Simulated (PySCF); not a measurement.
Species: C7H7FO.
Atom-mapped SMILES: `[CH3:1][O:2][C@@:3]12[CH:4]=[CH:5][C@@H:6]1[CH:7]=[C:8]2[F:9]` (hydrogens: H10, H11, H12 on C1; H13 on C4; H14 on C5; H15 on C6; H16 on C7)

Torsions of this conformer, `[CH3:1][O:2][C@@:3]12[CH:4]=[CH:5][C@@H:6]1[CH:7]=[C:8]2[F:9]`: C1–O2–C3–C4 77°.

The closed-shell ground state was solved at several levels (PySCF, density fitting, gas phase, non-relativistic). Geometry: PBE0-D3(BJ)/def2-SVP, one conformer, isolated molecule.

| level | basis functions | total energy (Eh) | HOMO (eV) | LUMO (eV) | gap (eV) | dipole (D) |
| --- | --- | --- | --- | --- | --- | --- |
| B3LYP/pcJ-1 | 313 | -445.8829 | -6.79 | -0.87 | 5.92 | 1.10 |
| PBE0/pcSseg-1 | 188 | -445.3321 | -7.05 | -0.67 | 6.38 | 1.10 |
| PBE0/def2-SVPD | 242 | -445.0815 | -7.11 | -0.75 | 6.36 | 1.16 |

(1) Estimate the row for PBE/pcSseg-1, a basis of 188 functions; the other rows only guide the guess.

(2) Over all these levels, which gives the widest orbital gap and which the narrowest?

(3) How far do the dipole and the HOMO energy spread over the levels?

Answers

(1) Total energy -445.3159 Eh, HOMO -5.73 eV, LUMO -1.64 eV, gap 4.09 eV, dipole 0.98 D.

(2) PBE0/pcSseg-1 (global hybrid, 25 % exact exchange) has the widest, 6.38 eV, and PBE/pcSseg-1 (GGA) the narrowest, 4.09 eV. The two share the basis. From the narrowest to the widest the HOMO moves by -1.32 eV and the LUMO by +0.97 eV.

(3) The dipole runs from 0.98 to 1.16 D (mean 1.09 D) and the HOMO from -7.11 to -5.73 eV.
